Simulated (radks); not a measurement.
Problem. F+, configuration [He] 2s1 2p4 3d1 (not the ground configuration). Calculated with a radial shooting solver on a logarithmic mesh with Libxc functionals: non-relativistic Kohn-Sham, TASK exchange with Perdew-Wang LDA correlation, spin-unpolarised, spherical densities, point nucleus; meta-GGA in the generalised Kohn-Sham scheme. Some entries of the table are withheld. Estimate them.

orbital  occ.  eigenvalue (eV)  r(max) (bohr)  <1/r> (bohr^-1)
1s          2        -711.9461         0.1145            8.614
2s          1         -65.6080            (1)            1.580
2p          4         -44.3415            (2)            1.460
3d          1          -3.5239          5.324           0.1978

Solution. 
(1) 2s r(max) (bohr): 0.7398
(2) 2p r(max) (bohr): 0.6641
